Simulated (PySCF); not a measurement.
Isomers of [C7H18PSi]+ (charge +1), from PySCF 2.14.0, PBE0-D3(BJ)/def2-SVP geometry optimisation, gas phase. One conformer each, no zero-point energy, no frequencies.

Question: Which isomer lies lower at this level?
A. `[CH3:1][CH2:2][P@@H+:3]1[CH2:4][CH2:5][C@@H:6]([SiH3:7])[C@@H:8]1[CH3:9]` (charge +1) with C1–C2–P3–C4 -63°, C2–P3–C4–C5 -128°, P3–C4–C5–C6 32°, C4–C5–C6–Si7 -174°, C5–C6–C8–C9 167°: A = 2162, B = 667.3, C = 561.2 MHz, dipole 4.07 D
B. `[CH2:1]=[C:2]([CH3:3])[P@@H+:4]([CH2:5][SiH3:6])[CH2:7][CH2:8][CH3:9]` (charge +1) with C1–C2–P4–C5 119°, C2–P4–C5–Si6 -175°, C2–P4–C7–C8 50°, P4–C7–C8–C9 62°: A = 1260, B = 761.9, C = 571.9 MHz, dipole 1.19 D

Answer: A. That is `CC[P@@H+]1CC[C@@H]([SiH3])[C@@H]1C`, 17.3 kcal/mol below the other.

```csv
SMILES,mapped SMILES,E (Eh),relative (kcal/mol),relative (kJ/mol),dipole about centre of mass (D)
CC[P@@H+]1CC[C@@H]([SiH3])[C@@H]1C,[CH3:1][CH2:2][P@@H+:3]1[CH2:4][CH2:5][C@@H:6]([SiH3:7])[C@@H:8]1[CH3:9],-907.24799,0.0,0.0,4.07
C=C(C)[P@@H+](C[SiH3])CCC,[CH2:1]=[C:2]([CH3:3])[P@@H+:4]([CH2:5][SiH3:6])[CH2:7][CH2:8][CH3:9],-907.22044,17.3,72.3,1.19
```
